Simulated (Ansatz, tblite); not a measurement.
Cost and result up the ladder for K2I⁺ (the lowest singlet isomer of a short search) (3 atoms). The state is a singlet with charge 1. Geometry: r2SCAN-D4/def2-TZVP.

```xyz
3

K     2.925   -1.190    0.641
K    -2.925    1.190   -0.642
I     0.000    0.000    0.001
```

Ansatz on 4 threads of Arm Neoverse V2 on a shared host; xTB runs through tblite on one thread. Times are rough, summed over both states, and most runs start from the orbitals of an earlier one. CCSD(T)/def2-TZVPP serves as the yardstick here, not as an exact answer. Differences are given only for rows in sets of like size (and for xTB, whose basis is part of the method), since another set adds its own error. The other state is a quintet at its own geometry, which has other bonds, so the gap mixes isomer and spin.

In the def2 sets I takes a core potential, while STO-3G treats all electrons; there is no spin–orbit coupling. The xTB rows come from tblite. Correlated methods freeze 14 core orbitals; core or outer-core shells of K, I are correlated, in sets that lack core-valence functions. In the quintet geometry the species has come apart into loosely held pieces. At PBE0-D4/def2-TZVP a singlet of charge 1 lies 10.34 eV below the quintet, each at its own geometry. The structure comes from a short search, and lower isomers may exist.

Correlated methods converge slowly with the basis.

xTB has no spin-polarisation term.

```json
{"level": "GFN2-xTB", "functions": "17", "wall time": "0.003 s"}
{"level": "GFN1-xTB", "functions": "17", "wall time": "0.024 s"}
{"level": "HF/STO-3G", "functions": "53", "wall time": "1.3 s"}
{"level": "CCSD(T)/def2-TZVPP", "functions": "116", "wall time": "19 s"}
```

(1) Estimate what each level gives for the quintet − singlet (eV).

Results:

(1) 
```tsv
level	quintet − singlet (eV)	difference from CCSD(T)/def2-TZVPP (eV)
GFN2-xTB	12.69	2.31
GFN1-xTB	15.27	4.89
HF/STO-3G	10.72	–
CCSD(T)/def2-TZVPP	10.39	0.00
```
